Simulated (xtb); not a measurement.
Sc (SMILES [Sc]), doublet (GFN-xTB shapes and energies of metal compounds can be far from the true ones). Base run: GFN2-xTB (xtb 6.7.1).

Geometry (Å):
```xyz
1

Sc     0.0000     0.0000     0.0000
```
Charge 0, spin multiplicity 2.
All else is at xtb's defaults.
Base energy -0.85418 Eh.

The base run was repeated with changes; each row names its change, and settings that it needs were set with it.

```json
[
 {"change": "base", "ΔE vs base (mEh)": "0.000", "G_solv (kcal/mol)": "-", "SCF cycles": "40"},
 {"change": "acc = 1000", "ΔE vs base (mEh)": "0.000", "G_solv (kcal/mol)": "-", "SCF cycles": "13"},
 {"change": "etemp = 5000", "ΔE vs base (mEh)": "-37.481", "G_solv (kcal/mol)": "-", "SCF cycles": "20"},
 {"change": "gbsa = acetonitrile", "ΔE vs base (mEh)": "-27.769", "G_solv (kcal/mol)": "-17.43", "SCF cycles": "41"},
 {"change": "etemp = 3000", "ΔE vs base (mEh)": "-21.396", "G_solv (kcal/mol)": "-", "SCF cycles": "19"},
 {"change": "etemp = 10000", "ΔE vs base (mEh)": "-86.839", "G_solv (kcal/mol)": "-", "SCF cycles": "24"},
 {"change": "alpb = methanol", "ΔE vs base (mEh)": "-26.764", "G_solv (kcal/mol)": "-16.79", "SCF cycles": "42"}
]
```

ALPB and GBSA are two models with their own fitted parameters for each solvent, which aren't always the measured dielectric constant.
